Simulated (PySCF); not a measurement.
Al2As2H8: core ionisation energies

Compound: (H2Al-mu-AsH2)2.
Structure used (PBE0-D3(BJ)/def2-SVP), in Å, numbered top down from 1:
```xyz
12
Al2As2H8 angstrom
Al     0.040   -1.892    0.255
H     -1.291   -2.626    0.723
H      1.438   -2.594   -0.030
As     0.431    0.213    1.624
Al     0.021    1.876   -0.256
H     -1.336    2.669   -0.005
H      1.397    2.524   -0.720
As    -0.444   -0.227   -1.606
H     -0.465    0.380    2.823
H      1.773    0.310    2.300
H      0.376   -0.403   -2.856
H     -1.826   -0.312   -2.200
```

Theory: PySCF, delta-SCF UKS SCAN, pcX-2 on the ionised atom, pcseg-1 elsewhere, spin-free X2C. Vertical ΔSCF values, vacuum level as zero.

Task: What binding energy does each computed site have?

Result: 
| atom(s) | bonded to | level | binding energy (eV) | count |
| --- | --- | --- | --- | --- |
| Al1/Al5 | 2 H and 2 As | Al 1s | 1566.08 | 2 |

Task: Which photon wavelength matches the Al 1s of Al1/Al5 threshold?

Result: λ = hc/E = 12398.42 eV Å / 1566.08 eV = 7.917 Å.

Atoms equivalent by their bonding share one computed value, that of the first of them. No level of arsenic is listed. One conformer (not necessarily the lowest) at the PBE0-D3(BJ)/def2-SVP geometry, without solvent, vibrations or thermal averaging.

On one thread of an Arm Neoverse V1, no GPU, shared host with 32 logical CPUs at a one-minute load of 28, this took 15 s and 0.39 GiB of memory at its peak.
